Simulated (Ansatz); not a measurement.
`C[Se][SnH3]` + `[AsH3]` → `C[Se][AsH2]` + `[SnH4]` at 400 K and 1 bar (ligand exchange at the Se–Sn bond).

Calculated with Ansatz (gas phase, PBE0-D4/def2-TZVP geometries, no zero-point term in ΔE). CBS: MP2 limit from def2 TZ/QZ plus the TZ coupled-cluster correction, frozen cores. Elements past krypton have def2 core potentials. For As, Se, Sn outer-core shells are correlated without core-valence functions, which leaves a few kJ/mol of doubt a bond. Scalar relativity is left out up to krypton.

| species | CCSD(T)/CBS energy (Eh) | H − E (kJ/mol) | S (J/(mol·K)) |
| --- | --- | --- | --- |
| `C[Se][SnH3]` | -2656.39593 | 183.1 | 386.7 |
| `[AsH3]` | -2236.79077 | 72.0 | 234.9 |
| `C[Se][AsH2]` | -4676.77761 | 168.0 | 364.9 |
| `[SnH4]` | -216.39156 | 85.2 | 244.6 |

H − E and S are ideal-gas, rigid-rotor, harmonic terms from PBE0-D4/def2-TZVP. 1 Eh = 2625.50 kJ/mol, R = 8.31446 J/(mol·K).

Q: By hand: ΔE, ΔH, ΔS and ΔG.

A: ΔE = (-4676.77761) + (-216.39156) − (-2656.39593) − (-2236.79077) = 0.01753 Eh = 46.0 kJ/mol. Δ(H − E) = 168.0 + 85.2 − 183.1 − 72.0 = -1.9, so ΔH = 44.1 kJ/mol. ΔS = 364.9 + 244.6 − 386.7 − 234.9 = -12.1 J/(mol·K). ΔG = 44.1 − 400 × (-12.1)/1000 = 48.9 kJ/mol.

Q: By hand: the equilibrium constant, and the temperature at which ΔG would vanish if ΔH and ΔS stayed fixed.

A: log₁₀ K = −ΔG/(RT ln 10) = -6.4. ΔH and −TΔS have one sign here, so there is no such temperature.

The number of gas molecules stays the same, so ΔS is small and ΔH decides. A doubt of 5 kJ/mol in ΔE shifts log₁₀ K by 0.7 here. Modes under 60 cm⁻¹, often nearly free rotors, make the harmonic entropy too high. These are equilibria of isolated gas molecules and say nothing of rates. Largest T1 diagnostic: 0.013 (customary marks: 0.02 for closed shells, 0.045 for open ones).
